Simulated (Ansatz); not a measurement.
A run for Ansatz (a program for electronic structure): SC-NEVPT2 on CASSCF(6,4)/cc-pV(T+d)Z on ClHSi (SMILES [SiH]Cl), a point of a bond scan (R = 5.655 Å). Files ending in .json are basis or fitting sets from the Basis Set Exchange.

Ansatz 0.2 input:
```yaml
crystal:
  periodic: [false, false, false]
  atoms:
    - {symbol: Si, position_ang: [0.78708045, -0.22621477, 0.74859549]}
    - {symbol: H, position_ang: [1.83074512, -0.49356290, -0.33253173]}
    - {symbol: Cl, position_ang: [-3.37889870, 0.96594971, -2.88432255]}
basis:
  gaussian:
    orbitals: cc-pV_T+d_Z.json
    pivot_positions_ang: [[0.78708045, -0.22621477, 0.74859549], [1.83074512, -0.49356290, -0.33253173], [-3.37889870, 0.96594971, -2.88432255]]
magnetization: {spin_polarized: false}
correlation: {method: sc_nevpt2, electrons: outside_noble_gas, active_space: {window: {electrons: 6, orbitals: 4}}}
output: {orbitals: {seedname: ./end}}
```

The log:

```
WARN ansatz: RAYON_NUM_THREADS=1 ignored (pool sized by the plan → 1); use --threads N
Functional definition: HF
integrals: 0.03 GiB planned
615 factors; integrals over basis functions are off by at most 3.3e-4 eV
mean field: 0.14 GiB planned
mean field evaluation 1: about -20374.6293 eV, gradient 2.2e1 eV
mean field evaluation 2: about -20374.6293 eV, gradient 2.2e1 eV
mean field evaluation 4: about -20375.7479 eV, gradient 1.5e1 eV
mean field evaluation 8: about -20376.6546 eV, gradient 7.2e-1 eV
mean field evaluation 16: about -20376.7045 eV, gradient 6.7e-5 eV
mean field evaluation 32: about -20376.7034 eV, gradient 8.8e-2 eV
mean field -20376.70446345 eV, -748.8300772053 hartree, gradient 2.4e-6 eV, S^2 0.000000; 6 other end points of the search recorded, 0 dependent functions left out; unrestricted orbitals would lower it
reference -20376.70446345 eV, -748.8300772053 hartree; 16, 16 occupied and 76, 76 virtual orbitals, 615 factors
configuration interaction: 0.15 GiB planned
configuration interaction: 0.00 GiB planned
state -20379.01153660 eV, -748.9148605798 hartree
state -20379.01153660 eV, -748.9148605798 hartree; corrected -20385.69248855 eV, -749.1603810354 hartree
WARN: 2 active orbitals are nearly empty or full. The corrections depend on them more than the energy does, and are more stable in an active space without them
Total energy: -20385.69248855 eV, -749.1603810354 hartree
```

The calculation finished and met its thresholds.

Warnings raised: idle orbitals.

Cost: about 14 core-seconds (a rough figure).
